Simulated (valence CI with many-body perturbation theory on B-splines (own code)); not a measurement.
# Cu22+: magnetic and hyperfine properties of the levels

Computed by configuration interaction combined with many-body perturbation theory (CI+MBPT): five valence electrons over a frozen Dirac-Fock core [He], radial functions for each j: 9 s, 9 p, 8 d, 6 f, 3 g, 1 h, with the one-electron correlation potential Σ1 (screened to all orders), the two-electron term Σ2, the three-electron term Σ3, Breit, model QED; selected single and double excitations, second order for the rest (own B-spline code, finite nucleus).

No measured spectrum was set against this ion. As an estimate, levels of excited configurations hold to 0.05 to 0.15 % of their energy, terms of the ground configuration to about 0.5 %. Among the levels kept, up to 2100 cm⁻¹ of a level comes from second order outside the variational space, and about a tenth of that is noise between levels of different J, which matters for small intervals.

A/g_I is the dipole constant over the nuclear g factor μ/I (μ in nuclear magnetons, uniformly magnetised nucleus), B/Q the quadrupole constant per barn. Both hold the static response of the core; the bare values leave it out. Large factors of s and p1/2 electrons are usually good to 5 to 10 %; those of open d and f shells near neutrality can be off by tens of per cent, and small factors of p3/2, d and f electrons come from cancelling terms and can be off by a factor of two or in sign, in half-filled shells by more. B is blank for J = 1/2, where it vanishes, and for nearly pure S terms. Energies count from the lowest level.

Names give the largest LS component (configuration and term), which can be under half, so a name can repeat, a term be missing and a line seem to break the LS rules; names also repeat where a configuration has a term twice. Letters in brackets count levels of one name in rising energy.

| Level | E (eV) | g | A/g_I (MHz) | A/g_I bare | B/Q (MHz/b) | B/Q bare |
| --- | --- | --- | --- | --- | --- | --- |
| 2s²2p³ ⁴S°_3/2 | 0.0 | 1.804 | 14800 | 19400 | 19400 | 19500 |
| 2s²2p³ ²D°_3/2 | 21.2 | 1.089 | 26000 | 26800 | 62900 | 63100 |
| 2s²2p³ ²D°_5/2 | 28.6 | 1.195 | 74200 | 75200 | -550 | -553 |
| 2s²2p³ ²P°_1/2 | 40.7 | 0.659 | 213000 | 211000 |  |  |
| 2s²2p³ ²P°_3/2 | 55.5 | 1.230 | 42400 | 43800 | -83100 | -83400 |
| 2s2p⁴ ⁴P_5/2 | 111.7 | 1.576 | 165000 | 165000 | 63300 | 63600 |
| 2s2p⁴ ⁴P_3/2 | 125.4 | 1.696 | 118000 | 120000 | -57500 | -57800 |
| 2s2p⁴ ⁴P_1/2 | 128.6 | 2.595 | 380000 | 378000 |  |  |
| 2s2p⁴ ²D_3/2 | 155.0 | 0.883 | -35200 | -32400 | -85400 | -85700 |
| 2s2p⁴ ²D_5/2 | 159.3 | 1.216 | 202000 | 199000 | -136000 | -136000 |
| 2s2p⁴ ²S_1/2 | 177.1 | 1.629 | 343000 | 336000 |  |  |
| 2s2p⁴ ²P_3/2 | 184.3 | 1.276 | 9140 | 13400 | 55600 | 55800 |
| 2s2p⁴ ²P_1/2 | 204.3 | 1.099 | 402000 | 389000 |  |  |
| 2p⁵ ²P°_3/2 | 287.4 | 1.329 | 35300 | 38800 | -70700 | -71000 |
| 2p⁵ ²P°_1/2 | 309.3 | 0.660 | 214000 | 210000 |  |  |
| 2s²2p²3s ⁴P_1/2 | 1147.1 | 2.243 | 168000 | 166000 |  |  |
| 2s²2p²3s ⁴P_3/2 | 1162.2 | 1.700 | 50400 | 51800 | 51100 | 51300 |
| 2s²2p²3s ²P_1/2 | 1166.2 | 1.103 | -51000 | -47200 |  |  |
| 2s²2p²3s ⁴P_5/2 | 1169.2 | 1.474 | 95300 | 96100 | -8470 | -8490 |
| 2s²2p²3s ²P_3/2 | 1173.0 | 1.117 | 65400 | 67600 | 982 | 992 |
| 2s²2p²3p ⁴D°_1/2 | 1175.9 | 0.704 | 57700 | 57200 |  |  |
| 2s²2p²3p ⁴D°_3/2 [a] | 1184.6 | 1.339 | 11200 | 12100 | 19500 | 19600 |
| 2s²2p²3p ²S°_1/2 | 1190.7 | 1.499 | -22200 | -18200 |  |  |
| 2s²2p²3s ²D_5/2 | 1192.7 | 1.319 | 78300 | 78400 | 81900 | 82300 |
| 2s²2p²3p ⁴D°_3/2 [b] | 1194.5 | 1.210 | 51600 | 52900 | -11200 | -11200 |
| 2s²2p²3s ²D_3/2 | 1194.8 | 1.037 | 20700 | 22900 | 36500 | 36600 |
| 2s²2p²3p ⁴D°_5/2 | 1197.8 | 1.348 | 23900 | 25500 | 38700 | 38800 |
| 2s²2p²3p ²D°_5/2 [a] | 1199.6 | 1.338 | 48600 | 50100 | 29000 | 29100 |
| 2s²2p²3p ⁴P°_1/2 | 1199.9 | 2.112 | -51200 | -46800 |  |  |
| 2s²2p²3p ²D°_3/2 [a] | 1202.5 | 1.210 | 52500 | 52900 | -38900 | -39000 |
| 2s²2p²3p ⁴D°_7/2 | 1205.0 | 1.345 | 46500 | 47900 | 6000 | 6020 |
| 2s²2p²3p ⁴S°_3/2 | 1207.4 | 1.761 | 54100 | 56900 | 14300 | 14400 |
| 2s²2p²3p ²P°_3/2 [a] | 1210.8 | 1.252 | 26900 | 29000 | 28700 | 28900 |
| 2s²2p²3s ²S_1/2 | 1211.9 | 1.983 | 183000 | 179000 |  |  |
| 2s²2p²3p ²F°_5/2 | 1212.7 | 1.200 | 58900 | 59700 | 11400 | 11400 |
| 2s²2p²3p ²P°_1/2 [a] | 1217.1 | 0.849 | 154000 | 154000 |  |  |
| 2s²2p²3d ⁴F_3/2 | 1217.6 | 0.710 | 9920 | 9400 | 293 | 349 |
| 2s²2p²3d ⁴F_5/2 [a] | 1221.9 | 1.182 | 1790 | 1940 | 3150 | 3230 |
| 2s2p³3s ⁶S°_5/2 | 1225.8 | 1.847 | 156000 | 157000 | 9960 | 10000 |
| 2s²2p²3p ²D°_5/2 [b] | 1227.4 | 1.274 | 55700 | 56400 | 32800 | 33000 |

(1) Take the isotope of mass number 63, with I = 3/2, μ = 2.2259 μN and Q = -0.22 b. What is the hyperfine structure of 2s2p⁴ ⁴P_3/2?

Answers

(1) From the table A = 176000 MHz, B = 12700 MHz. Shifts from the centre of gravity in MHz: F = 0: -644000, F = 1: -481000, F = 2: -142000, F = 3: 399000.
